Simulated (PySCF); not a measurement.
C2H5FSi.
Geometry (PBE0-D3(BJ)/def2-SVP, Å), atoms numbered from 1 in this order:
```
atom  x, y, z in Å
C1    -1.4833   -0.4348   -0.1916
C2    -0.3721    0.2852    0.0057
Si3    1.3066   -0.5019    0.0917
F4     2.2260    0.0050   -1.1544
H5    -2.4779    0.0235   -0.2325
H6    -1.4502   -1.5230   -0.3216
H7    -0.4683    1.3724    0.1244
H8     2.0326   -0.1184    1.3356
H9     1.1568   -1.9812   -0.0104
```

The closed-shell ground state was solved at several levels (PySCF, density fitting, gas phase, non-relativistic).

| level | basis functions | total energy (Eh) | HOMO (eV) | LUMO (eV) | gap (eV) | dipole (D) |
| --- | --- | --- | --- | --- | --- | --- |
| PBE/pcSseg-2 | 221 | -468.3262 | -7.34 | -2.05 | 5.29 | 1.96 |
| PBE0/pcSseg-1 | 100 | -468.2398 | -8.45 | -0.95 | 7.50 | 2.07 |

(1) What might CAM-B3LYP/def2-SVPD (127 basis functions) give for the same quantities?

(2) Over all these levels, which gives the widest orbital gap and which the narrowest?

(3) How far do the dipole and the HOMO energy spread over the levels?

Results:

(1) Total energy -468.3064 Eh, HOMO -9.79 eV, LUMO 0.12 eV, gap 9.91 eV, dipole 2.09 D.

(2) CAM-B3LYP/def2-SVPD (range-separated hybrid) has the widest, 9.91 eV, and PBE/pcSseg-2 (GGA) the narrowest, 5.29 eV. Functional and basis both differ between the two, so the spread mixes both effects.

(3) The dipole runs from 1.96 to 2.09 D (mean 2.04 D) and the HOMO from -9.79 to -7.34 eV.

One conformer stands for the species.
